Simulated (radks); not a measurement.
Results of a calculation; reference values are marked as such.
All-electron atom: Ti3+ in [Ar] 3d1. Code: a radial shooting solver on a logarithmic mesh with Libxc functionals. Model: scalar-relativistic Kohn-Sham, LDA (Slater exchange, Perdew-Wang correlation), spin-unpolarised, spherical densities, finite nucleus; Fermi nuclear charge, rms radius 3.5921 fm. Some entries of the table are withheld. Estimate them.

orbital  occ.  eigenvalue (hartree)  <r^2> (bohr^2)
1s          2                   (1)             (2)
2s          2                   (3)             (4)
2p          6             -17.56674          0.1040
3s          2              -3.48197           1.138
3p          6                   (5)           1.309
3d          1              -1.28397             (6)

Answer. 
(1) 1s eigenvalue (hartree): -179.6913
(2) 1s <r^2> (bohr^2): 0.006539
(3) 2s eigenvalue (hartree): -20.93069
(4) 2s <r^2> (bohr^2): 0.1256
(5) 3p eigenvalue (hartree): -2.60642
(6) 3d <r^2> (bohr^2): 1.952
